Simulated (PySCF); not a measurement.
C2H6OSi, SMILES C=CO[SiH3]. Atoms are numbered in the order given.

```xyz
10

C     -0.0984     2.3787     0.0000
C      0.3689     1.1289     0.0000
O     -0.4434     0.0389     0.0000
Si     0.0394    -1.5694     0.0000
H     -1.1725     2.5773     0.0000
H      0.5973     3.2185     0.0000
H      1.4493     0.9240     0.0000
H      0.8542    -1.8689    -1.2135
H     -1.2104    -2.3669     0.0000
H      0.8542    -1.8689     1.2135
```

Geometry: B3LYP-D3(BJ)/def2-SVP. A frequency run showed that this geometry is not a minimum. Other conformers were not sampled.

Calculation: PySCF with TDA-PBE/def2-SVPD.

Vertical excitations. Isolated molecule, no solvent. State labels are in the subgroup Cs.

Computed excitation energies, oscillator strengths and character:
```csv
state,symmetry,energy (eV),λ (nm),f,main pairs
S1,A",4.96,250,0.000,HOMO→LUMO 100 %
S2,A",5.85,212,0.012,HOMO→LUMO+2 100 %
S3,A",6.09,204,0.002,HOMO→LUMO+3 100 %
S4,A',6.28,197,0.224,"HOMO→LUMO+1 51 %, HOMO→LUMO+4 45 %"
S5,A",6.65,186,0.026,HOMO→LUMO+5 100 %
S6,A',7.05,176,0.049,HOMO−1→LUMO 94 %
S7,A",7.15,173,0.002,HOMO−1→LUMO+1 97 %
S8,A",7.19,172,0.001,HOMO→LUMO+6 98 %
S9,A',7.26,171,0.145,"HOMO→LUMO+4 40 %, HOMO−2→LUMO+1 28 %, HOMO→LUMO+1 20 %"
S10,A",7.61,163,0.000,HOMO−2→LUMO 99 %
T1,A',4.23,293,0,HOMO→LUMO+1 96 %
T2,A",4.84,256,0,HOMO→LUMO 100 %
T3,A",5.80,214,0,HOMO→LUMO+2 100 %
T4,A",6.01,206,0,HOMO→LUMO+3 100 %
```
Triplets are in the Tamm–Dancoff approximation.
